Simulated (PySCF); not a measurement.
C2H7BFNO, SMILES NB(COC)F. The structure is a stationary point at r2SCAN-D4/def2-SVP. This is a generated structure with no PubChem entry under its InChIKey; it may be hypothetical. The values are those of a single conformer.

Computed with r2SCAN-D4/def2-SVP in PySCF.

Harmonic wavenumbers (cm⁻¹): 87, 139, 175, 249, 356, 400, 424, 491, 505, 648, 782, 868, 890, 962, 1140, 1174, 1206, 1238, 1288, 1382, 1409, 1426, 1455, 1459, 1486, 1586, 2951, 2973, 3016, 3056, 3130, 3599, 3717. Rotational constants (GHz): 6.408, 2.147, 1.854; symmetry number 1.

Task: Work out the zero-point energy and the ideal-gas rigid-rotor harmonic-oscillator thermochemistry at 298.15 K and 1 atm.

Result: ZPE = ½ Σ hcν = ½ × 45665 cm⁻¹ = 273.14 kJ/mol. H − E(el) = 294.66 kJ/mol. Entropy in J/(mol K): translation 164.99, rotation 112.70, vibration 68.19, total 345.88. G − E(el) = 191.53 kJ/mol. Cp = 113.56 J/(mol K). Modes under 150 cm⁻¹ make the vibrational entropy uncertain.
